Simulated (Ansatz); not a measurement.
CuH₅N₂, SMILES `[NH2][Cu-][NH3+]` from Hartree–Fock to CCSD(T)

```xyz
8

N     1.077    0.638    1.746
Cu    0.142    0.108    0.276
N    -0.986   -0.394   -1.223
H     1.519   -0.144    2.220
H     1.839    1.266    1.508
H    -1.943   -0.082   -1.094
H    -0.644    0.010   -2.089
H    -1.005   -1.402   -1.344
```

Charge 0, multiplicity 1. For Cu the d shell is correlated and the shells below it are frozen. Scalar relativity is left out up to krypton. Geometry: relaxed with PBE0-D4/def2-TZVP. It is one conformer, not always the lowest. Frozen core, restricted reference, Ansatz 0.2.0.

```json
{"basis": "def2-SVP", "HF (Eh)": "-1750.42298", "MP2 corr.": "-0.70315"}
{"basis": "def2-TZVPP", "HF (Eh)": "-1750.79491", "MP2 corr.": "-1.00887"}
{"basis": "def2-QZVPP", "HF (Eh)": "-1750.84190", "MP2 corr.": "-1.07343"}
```

(1) Estimate the CCSD correlation energy and the (T) correction in each basis where they were run (hartree).

## Answers

(1) 
| basis | CCSD corr. | (T) |
| --- | --- | --- |
| def2-SVP | -0.68543 | -0.02439 |
| def2-TZVPP | -0.94489 | -0.04103 |
